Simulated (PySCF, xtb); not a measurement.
C9H6N4, SMILES C1=CC2=NC=NC3=CC=CC(=N1)N32.

GFN2-xTB in xtb at its own geometry gives an orbital gap of 1.87 eV and a dipole moment of 1.46 D.

Coordinates come from a B3LYP-D3(BJ)/def2-SVP optimisation.

**Question.** What does PBE/def2-SVP (PySCF) give? (Estimate from the structure and the level; the computed values follow.)

**Answer.** gap 1.80 eV (levels -4.90 and -3.10 eV), dipole 1.28 D.
